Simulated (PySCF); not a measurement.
PySCF input (PBE0/6-311++G(2d,2p)):

```python
import numpy as np, basis_set_exchange as bse
from pyscf import gto, scf, dft, df
from pyscf.prop.nmr import rks as nmr

basis = {'H': gto.basis.parse(bse.get_basis('6-311++G(2d,2p)', elements=['H'], fmt='nwchem')), 'Si': gto.basis.parse(bse.get_basis('6-311++G(2d,2p)', elements=['Si'], fmt='nwchem'))}
mol = gto.M(
    atom='''
    Si    0.00714127    1.04995696    0.80957954
    H    -0.41840924    1.86076314   -0.40814884
    Si    0.01975272   -0.90056355   -0.58375403
    H     0.97687736   -0.69981080   -1.70695297
    H    -1.33626862   -1.10126450   -1.16589692
    H     0.40128468   -2.15119550    0.11944169
    ''',
    basis=basis,
    charge=0,
    verbose=4,
    max_memory=7359,
)
mf = dft.RKS(mol, xc='pbe0')
mf.grids.level = 3
mf.conv_tol = 1e-9
mf.max_cycle = 100
print('smallest overlap eigenvalue', np.linalg.eigvalsh(mol.intor('int1e_ovlp'))[0])
mf.kernel()
dip = mf.dip_moment()
n = nmr.NMR(mf)
n.verbose = 2
n.max_cycle_cphf = 60
sigma = n.kernel()
for i, x in enumerate(sigma):
    print(mol.atom_symbol(i), i + 1, round(x.trace() / 3, 3))
```

Output:

```
PySCF version 2.14.0

[INPUT] verbose = 4
[INPUT] num. atoms = 6
[INPUT] num. electrons = 32
[INPUT] charge = 0
[INPUT] spin (= nelec alpha-beta = 2S) = 0
[INPUT] symmetry False subgroup None
[INPUT] Mole.unit = angstrom
[INPUT] Symbol           X                Y                Z      unit          X                Y                Z       unit  Magmom
[INPUT]  1 Si     0.007141270000   1.049956960000   0.809579540000 AA    0.013495044482   1.984131096981   1.529883606651 Bohr   0.0
[INPUT]  2 H     -0.418409240000   1.860763140000  -0.408148840000 AA   -0.790678871587   3.516332717286  -0.771289525659 Bohr   0.0
[INPUT]  3 Si     0.019752720000  -0.900563550000  -0.583754030000 AA    0.037327231015  -1.701818467266  -1.103135240811 Bohr   0.0
[INPUT]  4 H      0.976877360000  -0.699810800000  -1.706952970000 AA    1.846030667688  -1.322450751013  -3.225673620813 Bohr   0.0
[INPUT]  5 H     -1.336268620000  -1.101264500000  -1.165896920000 AA   -2.525181720651  -2.081088295706  -2.203225868274 Bohr   0.0
[INPUT]  6 H      0.401284680000  -2.151195500000   0.119441690000 AA    0.758318143184  -4.065170335397   0.225712081955 Bohr   0.0

nuclear repulsion = 73.6896402186774
number of shells = 54
number of NR pGTOs = 156
number of NR cGTOs = 110
basis = {'H': [[0, [33.865, 0.0254938], [5.09479, 0.190373], [1.15879, 0.852161]], [0, [0.32584, 1.0]], [0, [0.102741, 1.0]], [0, [0.036, 1.0]], [1, [1.5, 1.0]], [1, [0.375, 1.0]]], 'Si': [[0, [69379.23, 0.000757], [10354.94, 0.005932], [2333.8796, 0.031088], [657.14295, 0.124967], [214.30113, 0.386897], [77.629168, 0.554888]], [0, [77.629168, 0.177881], [30.630807, 0.627765], [12.801295, 0.247623]], [0, [3.926866, 1.0]], [0, [1.452343, 1.0]], [0, [0.256234, 1.0]], [0, [0.094279, 1.0]], [0, [0.0331, 1.0]], [1, [335.48319, 0.008866], [78.900366, 0.068299], [24.98815, 0.290958], [9.219711, 0.732117]], [1, [3.62114, 0.619879], [1.45131, 0.439148]], [1, [0.504977, 1.0]], [1, [0.186317, 1.0]], [1, [0.065432, 1.0]], [1, [0.0331, 1.0]], [2, [0.9, 1.0]], [2, [0.225, 1.0]]]}
ecp = {}
smallest overlap eigenvalue 0.0005587629415650866

******** <class 'pyscf.dft.rks.RKS'> ********
method = RKS
initial guess = minao
damping factor = 0
level_shift factor = 0
DIIS = <class 'pyscf.scf.diis.CDIIS'>
diis_start_cycle = 1
diis_space = 8
diis_damp = 0
SCF conv_tol = 1e-09
SCF conv_tol_grad = None
SCF max_cycles = 100
direct_scf = True
direct_scf_tol = 1e-13
XC library pyscf.dft.libxc version 7.1.2
    S. Lehtola, C. Steigemann, M. J. T. Oliveira, and M. A. L. Marques,  SoftwareX 7, 1–5 (2018)
XC functionals = pbe0
    C. Adamo and V. Barone,  J. Chem. Phys. 110, 6158 (1999)
    M. Ernzerhof and G. E. Scuseria,  J. Chem. Phys. 110, 5029 (1999)
radial grids:
    Treutler-Ahlrichs [JCP 102, 346 (1995); DOI:10.1063/1.469408] (M4) radial grids

becke partition: Becke, JCP 88, 2547 (1988); DOI:10.1063/1.454033
pruning grids: <function nwchem_prune>
grids dens level: 3
symmetrized grids: False
atomic radii adjust function: <function treutler_atomic_radii_adjust>
small_rho_cutoff = 0
Set gradient conv threshold to 3.16228e-05
Initial guess from minao.
tot grids = 77592
init E= -580.815336867424
  HOMO = -0.226172147681238  LUMO = -0.144717143539109  gap/eV = 2.21650
cycle= 1 E= -581.06497479889  delta_E= -0.25  |g|= 0.19  |ddm|= 1.75
  HOMO = -0.256324014603055  LUMO = -0.140412769977814  gap/eV = 3.15411
cycle= 2 E= -581.068491870897  delta_E= -0.00352  |g|= 0.113  |ddm|= 0.386
  HOMO = -0.241210502850962  LUMO = -0.121306323238346  gap/eV = 3.26276
cycle= 3 E= -581.071933757316  delta_E= -0.00344  |g|= 0.0244  |ddm|= 0.19
  HOMO = -0.244708313752773  LUMO = -0.124770435874348  gap/eV = 3.26368
cycle= 4 E= -581.072113512291  delta_E= -0.00018  |g|= 0.00421  |ddm|= 0.0371
  HOMO = -0.245082013359939  LUMO = -0.124921621097854  gap/eV = 3.26973
cycle= 5 E= -581.072116622714  delta_E= -3.11e-06  |g|= 0.00083  |ddm|= 0.0056
  HOMO = -0.244909495927816  LUMO = -0.124768046499909  gap/eV = 3.26922
cycle= 6 E= -581.072116871754  delta_E= -2.49e-07  |g|= 0.000219  |ddm|= 0.00147
  HOMO = -0.244913845703748  LUMO = -0.124774907402297  gap/eV = 3.26915
cycle= 7 E= -581.072116890525  delta_E= -1.88e-08  |g|= 3.55e-05  |ddm|= 0.000385
  HOMO = -0.244917165083387  LUMO = -0.124777495406161  gap/eV = 3.26917
cycle= 8 E= -581.072116891062  delta_E= -5.38e-10  |g|= 1.02e-05  |ddm|= 7.01e-05
  HOMO = -0.244917825235563  LUMO = -0.124777820052404  gap/eV = 3.26918
Extra cycle  E= -581.072116891081  delta_E= -1.88e-11  |g|= 7.78e-06  |ddm|= 2.47e-05
converged SCF energy = -581.072116891081
Dipole moment(X, Y, Z, Debye): -0.04740,  0.21381, -0.04399
Si 1 -788.708
H 2 10.592
Si 3 424.73
H 4 27.518
H 5 27.518
H 6 26.714
```
